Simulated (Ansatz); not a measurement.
`C[NH][Al]([Cl])[Cl]` and `C[NH][Ga]([Cl])[Cl]` differ in one element.

Ansatz, PBE0-D4/def2-TZVP geometries, multiplicity 1. Each molecule was computed in one conformer, which needn't be the lowest.

Scalar relativity is left out up to krypton.

```csv
property,`C[NH][Al]([Cl])[Cl]`
LUMO energy (B3LYP/def2-TZVPP) / eV,-0.80
zero-point energy (PBE0-D4/def2-TZVP) / kJ/mol,152.3
HOMO energy (PBE0/def2-TZVPP) / eV,-7.28
HOMO energy (B3LYP/def2-TZVPP) / eV,-7.05
HOMO–LUMO gap (PBE/def2-TZVPP) / eV,4.56
HOMO–LUMO gap (PBE0/def2-TZVPP) / eV,6.75
```

Task: What does the change do to each property? (Estimate.)

Result: Ansatz gave: 
```tsv
property	`C[NH][Ga]([Cl])[Cl]`	shift
LUMO energy (B3LYP/def2-TZVPP) / eV	-1.28	-0.48
zero-point energy (PBE0-D4/def2-TZVP) / kJ/mol	149.3	-3.0
HOMO energy (PBE0/def2-TZVPP) / eV	-7.32	-0.04
HOMO energy (B3LYP/def2-TZVPP) / eV	-7.10	-0.05
HOMO–LUMO gap (PBE/def2-TZVPP) / eV	4.09	-0.47
HOMO–LUMO gap (PBE0/def2-TZVPP) / eV	6.37	-0.38
```

B3LYP here is the variant with VWN-RPA as its local correlation; programs differ in this.
